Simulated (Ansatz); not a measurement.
One change: `CN[SiH](C)O` becomes `CN[SiH](O)O`.

Ansatz, PBE0-D4/def2-TZVP geometries, multiplicity 1. Each molecule was computed in one conformer, which needn't be the lowest.

```
                                          property  `CN[SiH](C)O`
    size of the dipole moment (PBE/def2-TZVPP) / D           1.72
             LUMO energy (ωB97M-V/def2-TZVPP) / eV           2.32
           HOMO–LUMO gap (ωB97M-V/def2-TZVPP) / eV          11.43
                 LUMO energy (PBE/def2-TZVPP) / eV           0.07
                LUMO energy (PBE0/def2-TZVPP) / eV           0.91
size of the dipole moment (ωB97M-V/def2-TZVPP) / D           1.76
```

Q: What does the change do to each property? (Estimate.)

A: Ansatz gave: 
```csv
property,`CN[SiH](O)O`,shift
size of the dipole moment (PBE/def2-TZVPP) / D,1.52,-0.20
LUMO energy (ωB97M-V/def2-TZVPP) / eV,2.32,0.00
HOMO–LUMO gap (ωB97M-V/def2-TZVPP) / eV,11.71,0.28
LUMO energy (PBE/def2-TZVPP) / eV,0.01,-0.06
LUMO energy (PBE0/def2-TZVPP) / eV,0.88,-0.03
size of the dipole moment (ωB97M-V/def2-TZVPP) / D,1.55,-0.21
```

Dipoles are sizes alone; their direction can turn.
